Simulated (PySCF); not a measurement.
# Basis and Hamiltonian dependence of the ionisation energy of Rb²⁺

Rb²⁺ [Ar] 3d10 4s2 4p5 (2P) → Rb³⁺ [Ar] 3d10 4s2 4p4 (3P). Calculated with PySCF 2.14 from differences of total energies of unrestricted determinants, without spin-orbit coupling. Values in eV.

```tsv
basis	Hamiltonian	functions	UHF	MP2 (valence)	CCSD(T) (valence)
def2-SVP with the def2 core potential (28 electrons)	ECP	24	38.297	38.589	38.634
Sapporo-DKH3-DZP-2012	spin-free X2C	35	38.115	38.975	39.020
cc-pVDZ-X2C	spin-free X2C	36	39.872	39.930	39.936
x2c-SVPall	spin-free X2C	50	40.208	40.862	40.910
x2c-TZVPall	spin-free X2C	63	38.176	39.128	n/a
```

Frozen in the all-electron rows: valence: [Ar] 3d10 4s2; with a core potential, the same shells as far as they lie outside it.

At UHF, cc-pVDZ-X2C, x2c-SVPall lie more than 0.3 eV from the median of the rows with comparable relativity. Sets contracted for the neutral atom can be stiff in a shell that they treat as core.

Between the lowest levels the reference is 39.247 eV (semi-empirical (NIST evaluation); NIST Atomic Spectra Database, ionization energies); it includes spin-orbit coupling, which these numbers lack.
